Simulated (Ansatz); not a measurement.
CH₃AlSSe at its PBE0-D4/def2-TZVP geometry, where that method's forces vanish. Total charge 0; spin multiplicity 1. The bonds changed during the relaxation, so this is another structure than the one it started from.

```tsv
atom	x (Å)	y (Å)	z (Å)
Al1	1.119	-0.494	-0.482
C2	-0.506	0.512	0.003
S3	0.082	1.506	-1.190
Se4	-2.048	0.831	0.937
H5	2.386	-0.270	0.438
H6	0.924	-1.707	-1.478
H7	-1.956	-0.377	1.772
```

For each bond, give half the difference of the two atoms' forces along it (eV/Å; positive pushes the atoms apart) under PBE-D4, r2SCAN-D4, B3LYP-D4, ωB97M-V in def2-TZVPP. (An estimate is asked.)

The calculation gave: 
```
  bond  length (Å)  PBE-D4  r2SCAN-D4  B3LYP-D4  ωB97M-V
Al1–C2       1.972   -0.05      -0.07     -0.03     0.07
Al1–S3       2.362    0.29       0.10      0.24     0.09
Al1–H5       1.582    0.03      -0.02     -0.10    -0.14
Al1–H6       1.582    0.03      -0.02     -0.10    -0.14
 C2–S3       1.660    0.47       0.24      0.15    -0.10
C2–Se4       1.831    0.20       0.12      0.26     0.10
Se4–H7       1.471    0.27       0.01      0.03    -0.12
```

B3LYP here is the variant with VWN-RPA as its local correlation; programs differ in this.

Computed with Ansatz.
